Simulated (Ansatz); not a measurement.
A nudged elastic band was laid between two geometries of C3H5BClN (11 atoms, charge 0, multiplicity 1).

Level of theory: Ansatz 0.2.0, RKS BLYP-D4/6-31G*.

```
movable images  : 7
climbing image  : yes
spring          : 5.0 eV/Å²
optimiser       : quadratic models (default)
start path      : IDPP
force threshold : 0.05 eV/Å
iteration limit : 60
end points      : relaxed
```

Image 0:

```xyz
11
Properties=species:S:1:pos:R:3
B -0.138 -1.476 -0.808
C 0.117 -0.144 -0.113
C 0.349 -0.193 1.215
N 0.696 -0.273 2.383
C 0.067 1.202 -0.798
Cl -1.548 2.096 -0.494
H -0.086 -2.507 -0.195
H -0.378 -1.478 -1.987
H 0.021 -0.265 3.156
H 0.839 1.902 -0.453
H 0.126 1.080 -1.885
```

Image 8:

```xyz
11
Properties=species:S:1:pos:R:3
B 0.291 -1.441 -0.813
C 0.009 -0.131 -0.084
C 0.010 -0.182 1.263
N 0.159 -0.231 2.474
C -0.263 1.186 -0.774
Cl 1.259 2.262 -0.872
H 0.485 -2.455 -0.199
H 0.298 -1.445 -2.016
H -0.610 -0.445 3.120
H -0.563 1.018 -1.815
H -1.010 1.807 -0.263
```

(1) Which bonds break or form, and what moves?

(2) What energy profile does the band end with?

(3) What is the geometry of the highest image?

(4) What are the harmonic wavenumbers there?

## Answers

(1) No bond is made or broken. The dihedral B1–C2–C5–Cl6 goes from 100 to -98°.

(2) The run converged. The highest image is number 4 of 0 to 8, 6.7 kJ/mol above the first end and 4.1 kJ/mol above the last; the last end lies 2.7 kJ/mol above the first. A vibrational analysis at the climbing image gives one clearly imaginary mode, 45i cm⁻¹: a first-order saddle point.

```json
{"image": "0", "path coordinate (Å)": "0.00", "energy (kJ/mol)": "0.0", "dihedral B1–C2–C5–Cl6 (°)": "100"}
{"image": "1", "path coordinate (Å)": "0.71", "energy (kJ/mol)": "0.9", "dihedral B1–C2–C5–Cl6 (°)": "121"}
{"image": "2", "path coordinate (Å)": "1.42", "energy (kJ/mol)": "3.2", "dihedral B1–C2–C5–Cl6 (°)": "142"}
{"image": "3", "path coordinate (Å)": "2.12", "energy (kJ/mol)": "5.5", "dihedral B1–C2–C5–Cl6 (°)": "163"}
{"image": "4", "path coordinate (Å)": "2.83", "energy (kJ/mol)": "6.7", "dihedral B1–C2–C5–Cl6 (°)": "-176"}
{"image": "5", "path coordinate (Å)": "3.49", "energy (kJ/mol)": "6.4", "dihedral B1–C2–C5–Cl6 (°)": "-157"}
{"image": "6", "path coordinate (Å)": "4.15", "energy (kJ/mol)": "5.0", "dihedral B1–C2–C5–Cl6 (°)": "-137"}
{"image": "7", "path coordinate (Å)": "4.82", "energy (kJ/mol)": "3.5", "dihedral B1–C2–C5–Cl6 (°)": "-117"}
{"image": "8", "path coordinate (Å)": "5.48", "energy (kJ/mol)": "2.7", "dihedral B1–C2–C5–Cl6 (°)": "-98"}
```

(3) 
```xyz
11
Properties=species:S:1:pos:R:3
B 0.565 -1.401 -0.779
C 0.106 -0.123 -0.089
C -0.170 -0.222 1.224
N -0.255 -0.338 2.438
C -0.054 1.192 -0.841
Cl -0.511 2.618 0.230
H 0.653 -2.425 -0.160
H 0.838 -1.375 -1.951
H -1.145 -0.580 2.890
H 0.884 1.474 -1.340
H -0.847 1.123 -1.600
```

(4) 45i, 127, 219, 229, 323, 399, 489, 573, 638, 692, 754, 836, 879, 905, 964, 1151, 1163, 1251, 1264, 1340, 1467, 2069, 2558, 2641, 3018, 3066, 3404 cm⁻¹.

Time of the run: 45 s on 2 threads of AMD EPYC 9R45 96-Core Processor (Zen 5), with other jobs on the host, peak memory 0.17 GiB.
